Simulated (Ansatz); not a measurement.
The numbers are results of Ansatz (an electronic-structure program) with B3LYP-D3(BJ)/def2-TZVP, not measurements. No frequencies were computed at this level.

Ansatz 0.2 input:
```yaml
crystal:
  periodic: [false, false, false]
  atoms:
    - { symbol: B, position_ang: [1.835597, 0.209, 0.269845] }
    - { symbol: C, position_ang: [0.419542, 0.448666, -0.359732] }
    - { symbol: N, position_ang: [-0.737034, 0.045914, 0.425304] }
    - { symbol: B, position_ang: [-1.790166, -0.736431, 0.017205] }
    - { symbol: H, position_ang: [2.778531, 0.461436, -0.370742] }
    - { symbol: H, position_ang: [1.954306, -0.182179, 1.364089] }
    - { symbol: H, position_ang: [0.340488, -0.041646, -1.335208] }
    - { symbol: H, position_ang: [0.339398, 1.525587, -0.58808] }
    - { symbol: H, position_ang: [-0.68307, 0.387273, 1.374072] }
    - { symbol: H, position_ang: [-2.642014, -0.984937, 0.783373] }
    - { symbol: H, position_ang: [-1.815576, -1.132682, -1.087318] }
basis:
  gaussian: { orbitals: def2-tzvp }
hamiltonian:
  xc: b3lyp
  dispersion: d3bj
relax:
  max_steps: 150
```

Output:

```
Functional definition: B3LYP
981 factors; their error is unknown
mean field evaluation 1: about -3987.2091 eV, gradient 6.1e1 eV
mean field evaluation 2: about -3975.8701 eV, gradient 9.1e1 eV
mean field evaluation 4: about -3995.5636 eV, gradient 4.5e0 eV
mean field evaluation 8: about -3995.6096 eV, gradient 4.3e-2 eV
mean field evaluation 16: about -3995.5970 eV, gradient 2.3e-5 eV
mean field -3995.59697353 eV, -146.8354804644 hartree, gradient 2.3e-5 eV, S^2 0.000000; 0 other end points of the search recorded, 0 dependent functions left out
reference -3995.59725686 eV, -146.8354908764 hartree; 15, 15 occupied and 151, 151 virtual orbitals, 981 factors
relax step   1: F+E_penalty+E_count = -3995.89960319 eV  Δ(F+E_penalty+E_count) = +0.000e0 eV  max|allowed force component| = 8.372e-1 eV/Å  Δτ_max = 0.0000 Å  (27 SCF iters, accepted)
these checks for a lower state are left out or cut short: starts, cluster_reference, orbital_swaps, neighbouring_geometries, increment
981 factors; their error is unknown
mean field -3995.63364749 eV, -146.8368282075 hartree, gradient 1.0e-5 eV, S^2 0.000000; 0 other end points of the search recorded, 0 dependent functions left out
reference -3995.63393195 eV, -146.8368386611 hartree; 15, 15 occupied and 151, 151 virtual orbitals, 981 factors
relax step   2: F+E_penalty+E_count = -3995.93529091 eV  Δ(F+E_penalty+E_count) = -3.569e-2 eV  max|allowed force component| = 3.431e-1 eV/Å  Δτ_max = 0.0275 Å  (33 SCF iters, accepted)
these checks for a lower state are left out or cut short: starts, cluster_reference, orbital_swaps, neighbouring_geometries, increment
981 factors; their error is unknown
mean field -3995.63745054 eV, -146.8369679672 hartree, gradient 1.0e-5 eV, S^2 0.000000; 0 other end points of the search recorded, 0 dependent functions left out
reference -3995.63773560 eV, -146.8369784427 hartree; 15, 15 occupied and 151, 151 virtual orbitals, 981 factors
relax step   3: F+E_penalty+E_count = -3995.93875641 eV  Δ(F+E_penalty+E_count) = -3.465e-3 eV  max|allowed force component| = 1.349e-1 eV/Å  Δτ_max = 0.0279 Å  (33 SCF iters, accepted)
these checks for a lower state are left out or cut short: starts, cluster_reference, orbital_swaps, neighbouring_geometries, increment
981 factors; their error is unknown
mean field evaluation 32: about -3995.6449 eV, gradient 1.3e0 eV
mean field -3995.63857502 eV, -146.8370092909 hartree, gradient 1.0e-5 eV, S^2 0.000000; 0 other end points of the search recorded, 0 dependent functions left out
reference -3995.63886001 eV, -146.8370197639 hartree; 15, 15 occupied and 151, 151 virtual orbitals, 981 factors
relax step   4: F+E_penalty+E_count = -3995.93980546 eV  Δ(F+E_penalty+E_count) = -1.049e-3 eV  max|allowed force component| = 1.179e-1 eV/Å  Δτ_max = 0.0245 Å  (32 SCF iters, accepted)
these checks for a lower state are left out or cut short: starts, cluster_reference, orbital_swaps, neighbouring_geometries, increment
981 factors; their error is unknown
mean field -3995.64039524 eV, -146.8370761829 hartree, gradient 9.9e-6 eV, S^2 0.000000; 0 other end points of the search recorded, 0 dependent functions left out
reference -3995.64068030 eV, -146.8370866584 hartree; 15, 15 occupied and 151, 151 virtual orbitals, 981 factors
relax step   5: F+E_penalty+E_count = -3995.94143505 eV  Δ(F+E_penalty+E_count) = -1.630e-3 eV  max|allowed force component| = 6.580e-2 eV/Å  Δτ_max = 0.0290 Å  (32 SCF iters, accepted)
these checks for a lower state are left out or cut short: starts, cluster_reference, orbital_swaps, neighbouring_geometries, increment
981 factors; their error is unknown
mean field -3995.64108079 eV, -146.8371013761 hartree, gradient 9.9e-6 eV, S^2 0.000000; 0 other end points of the search recorded, 0 dependent functions left out
reference -3995.64136576 eV, -146.8371118488 hartree; 15, 15 occupied and 151, 151 virtual orbitals, 981 factors
relax step   6: F+E_penalty+E_count = -3995.94212742 eV  Δ(F+E_penalty+E_count) = -6.924e-4 eV  max|allowed force component| = 4.441e-2 eV/Å  Δτ_max = 0.0159 Å  (32 SCF iters, accepted)
these checks for a lower state are left out or cut short: starts, cluster_reference, orbital_swaps, neighbouring_geometries, increment
981 factors; their error is unknown
mean field -3995.64167282 eV, -146.8371231328 hartree, gradient 9.9e-6 eV, S^2 0.000000; 0 other end points of the search recorded, 0 dependent functions left out
reference -3995.64195775 eV, -146.8371336039 hartree; 15, 15 occupied and 151, 151 virtual orbitals, 981 factors
relax step   7: F+E_penalty+E_count = -3995.94269836 eV  Δ(F+E_penalty+E_count) = -5.709e-4 eV  max|allowed force component| = 3.667e-2 eV/Å  Δτ_max = 0.0276 Å  (31 SCF iters, accepted)
these checks for a lower state are left out or cut short: starts, cluster_reference, orbital_swaps, neighbouring_geometries, increment
981 factors; their error is unknown
mean field evaluation 64: about -3995.6422 eV, gradient 4.6e-3 eV
mean field -3995.64219775 eV, -146.8371424236 hartree, gradient 1.0e-5 eV, S^2 0.000000; 0 other end points of the search recorded, 0 dependent functions left out
reference -3995.64248274 eV, -146.8371528969 hartree; 15, 15 occupied and 151, 151 virtual orbitals, 981 factors
relax step   8: F+E_penalty+E_count = -3995.94312165 eV  Δ(F+E_penalty+E_count) = -4.233e-4 eV  max|allowed force component| = 5.596e-2 eV/Å  Δτ_max = 0.0407 Å  (32 SCF iters, accepted)
these checks for a lower state are left out or cut short: starts, cluster_reference, orbital_swaps, neighbouring_geometries, increment
981 factors; their error is unknown
mean field -3995.64240592 eV, -146.8371500737 hartree, gradient 1.0e-5 eV, S^2 0.000000; 0 other end points of the search recorded, 0 dependent functions left out
reference -3995.64269093 eV, -146.8371605479 hartree; 15, 15 occupied and 151, 151 virtual orbitals, 981 factors
relax step   9: F+E_penalty+E_count = -3995.94332069 eV  Δ(F+E_penalty+E_count) = -1.990e-4 eV  max|allowed force component| = 5.299e-2 eV/Å  Δτ_max = 0.0217 Å  (32 SCF iters, accepted)
these checks for a lower state are left out or cut short: starts, cluster_reference, orbital_swaps, neighbouring_geometries, increment
981 factors; their error is unknown
mean field -3995.64253069 eV, -146.8371546590 hartree, gradient 1.0e-5 eV, S^2 0.000000; 0 other end points of the search recorded, 0 dependent functions left out
reference -3995.64281575 eV, -146.8371651347 hartree; 15, 15 occupied and 151, 151 virtual orbitals, 981 factors
relax step  10: F+E_penalty+E_count = -3995.94346696 eV  Δ(F+E_penalty+E_count) = -1.463e-4 eV  max|allowed force component| = 3.070e-2 eV/Å  Δτ_max = 0.0176 Å  (32 SCF iters, accepted)
these checks for a lower state are left out or cut short: starts, cluster_reference, orbital_swaps, neighbouring_geometries, increment
981 factors; their error is unknown
mean field -3995.64254621 eV, -146.8371552294 hartree, gradient 9.9e-6 eV, S^2 0.000000; 0 other end points of the search recorded, 0 dependent functions left out
reference -3995.64283127 eV, -146.8371657050 hartree; 15, 15 occupied and 151, 151 virtual orbitals, 981 factors
relax step  11: F+E_penalty+E_count = -3995.94351641 eV  Δ(F+E_penalty+E_count) = -4.945e-5 eV  max|allowed force component| = 1.726e-2 eV/Å  Δτ_max = 0.0084 Å  (32 SCF iters, accepted)
these checks for a lower state are left out or cut short: starts, cluster_reference, orbital_swaps, neighbouring_geometries, increment
981 factors; their error is unknown
mean field -3995.64254561 eV, -146.8371552074 hartree, gradient 9.9e-6 eV, S^2 0.000000; 0 other end points of the search recorded, 0 dependent functions left out
reference -3995.64283067 eV, -146.8371656830 hartree; 15, 15 occupied and 151, 151 virtual orbitals, 981 factors
relax step  12: F+E_penalty+E_count = -3995.94352938 eV  Δ(F+E_penalty+E_count) = -1.297e-5 eV  max|allowed force component| = 1.028e-2 eV/Å  Δτ_max = 0.0047 Å  (32 SCF iters, accepted)
these checks for a lower state are left out or cut short: starts, cluster_reference, orbital_swaps, neighbouring_geometries, increment
981 factors; their error is unknown
mean field evaluation 96: about -3995.6553 eV, gradient 2.2e-4 eV
mean field -3995.64256496 eV, -146.8371559186 hartree, gradient 9.9e-6 eV, S^2 0.000000; 0 other end points of the search recorded, 0 dependent functions left out
reference -3995.64285001 eV, -146.8371663940 hartree; 15, 15 occupied and 151, 151 virtual orbitals, 981 factors
relax step  13: F+E_penalty+E_count = -3995.94352866 eV  Δ(F+E_penalty+E_count) = +7.150e-7 eV  max|allowed force component| = 1.398e-2 eV/Å  Δτ_max = 0.0023 Å  (32 SCF iters, rejected (line search))
these checks for a lower state are left out or cut short: starts, cluster_reference, orbital_swaps, neighbouring_geometries, increment
981 factors; their error is unknown
mean field -3995.64255571 eV, -146.8371555786 hartree, gradient 9.9e-6 eV, S^2 0.000000; 0 other end points of the search recorded, 0 dependent functions left out
reference -3995.64284076 eV, -146.8371660539 hartree; 15, 15 occupied and 151, 151 virtual orbitals, 981 factors
relax step  14: F+E_penalty+E_count = -3995.94353924 eV  Δ(F+E_penalty+E_count) = -9.862e-6 eV  max|allowed force component| = 3.953e-3 eV/Å  Δτ_max = 0.0011 Å  (33 SCF iters, accepted)
981 factors; their error is unknown
mean field evaluation 128: about -3995.6426 eV, gradient 4.8e-3 eV
mean field -3995.64255571 eV, -146.8371555786 hartree, gradient 9.9e-6 eV, S^2 0.000000; 1 other end points of the search recorded, 0 dependent functions left out
reference -3995.64284076 eV, -146.8371660539 hartree; 15, 15 occupied and 151, 151 virtual orbitals, 981 factors
Total energy: -3995.94382429 eV, -146.8482269945 hartree
Atom 0 at     1.842406     0.263552     0.275933 Å, force    -0.000031     0.003953     0.000137 eV/Å
Atom 1 at     0.433253     0.383646    -0.358278 Å, force     0.001571    -0.001082    -0.001482 eV/Å
Atom 2 at    -0.716552    -0.023156     0.441736 Å, force     0.001542     0.001784     0.000085 eV/Å
Atom 3 at    -1.844376    -0.695825     0.002130 Å, force    -0.002079    -0.003810    -0.000004 eV/Å
Atom 4 at     2.797043     0.492472    -0.399651 Å, force    -0.000662    -0.001024     0.000416 eV/Å
Atom 5 at     1.989605     0.005903     1.432021 Å, force     0.000302    -0.000984    -0.000154 eV/Å
Atom 6 at     0.392835    -0.127351    -1.325567 Å, force    -0.001995     0.000085    -0.000001 eV/Å
Atom 7 at     0.358807     1.454918    -0.633904 Å, force     0.001465    -0.000818     0.000984 eV/Å
Atom 8 at    -0.625781     0.204932     1.420910 Å, force    -0.000446     0.000463     0.001288 eV/Å
Atom 9 at    -2.695428    -0.972919     0.790889 Å, force     0.000871     0.000997    -0.001021 eV/Å
Atom 10 at    -1.931811    -0.986172    -1.153412 Å, force    -0.000539     0.000436    -0.000249 eV/Å
Dipole moment:     0.273213     0.218060     0.061487 e Å
```

Cost: around 80 core-seconds (rough).
